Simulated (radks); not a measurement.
Problem. Ba18+, configuration [Kr] 4d2. All-electron calculation, non-relativistic Kohn-Sham, LDA (Slater exchange, Perdew-Wang correlation), spin-unpolarised, spherical densities, point nucleus; relativity is left out, which matters for an element this heavy. Program: a radial shooting solver on a logarithmic mesh with Libxc functionals. Some entries of the table are withheld. Estimate them.

| orbital | occ. | eigenvalue (hartree) | <1/r> (bohr^-1) | <r> (bohr) |
|---|---|---|---|---|
| 1s | 2 | -1322.410 | 55.42 | 0.02715 |
| 2s | 2 | (1) | 12.77 | 0.1164 |
| 2p | 6 | -206.2462 | (2) | 0.09897 |
| 3s | 2 | (3) | 4.736 | 0.3049 |
| 3p | 6 | (4) | 4.671 | 0.2944 |
| 3d | 10 | -44.55404 | 4.556 | (5) |
| 4s | 2 | -22.45992 | 2.134 | 0.6569 |
| 4p | 6 | -20.60854 | 2.066 | 0.6670 |
| 4d | 2 | -17.34456 | 1.929 | 0.6836 |

Solution. 
(1) 2s eigenvalue (hartree): -217.4503
(2) 2p <1/r> (bohr^-1): 12.79
(3) 3s eigenvalue (hartree): -58.21809
(4) 3p eigenvalue (hartree): -53.43174
(5) 3d <r> (bohr): 0.2643
